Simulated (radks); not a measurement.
Species: Rh34+. Configuration: [Ne] 3s1. Method: Dirac Kohn-Sham, relativistic LDA (MacDonald-Vosko exchange, VWN5 correlation), spin-unpolarised, spherical densities, finite nucleus; Fermi nuclear charge, rms radius 4.4945 fm; computed with a radial shooting solver on a logarithmic mesh with Libxc functionals. Some entries of the table are withheld. Estimate them.

| orbital | occ. | eigenvalue (eV) | <r> (bohr) | <r^2> (bohr^2) |
|---|---|---|---|---|
| 1s1/2 | 2 | -24881.05 | 0.03272 | 0.001446 |
| 2s1/2 | 2 | -5187.084 | (1) | 0.02286 |
| 2p1/2 | 2 | (2) | 0.1180 | 0.01701 |
| 2p3/2 | 4 | (3) | 0.1226 | 0.01823 |
| 3s1/2 | 1 | -2095.799 | 0.3362 | 0.1287 |
| 3p1/2 | 0 | -2023.286 | 0.3199 | 0.1181 |
| 3p3/2 | 0 | -1985.186 | 0.3266 | 0.1230 |
| 4s1/2 | 0 | -1123.261 | (4) | 0.4335 |

Answer. 
(1) 2s1/2 <r> (bohr): 0.1393
(2) 2p1/2 eigenvalue (eV): -4973.123
(3) 2p3/2 eigenvalue (eV): -4823.776
(4) 4s1/2 <r> (bohr): 0.6205
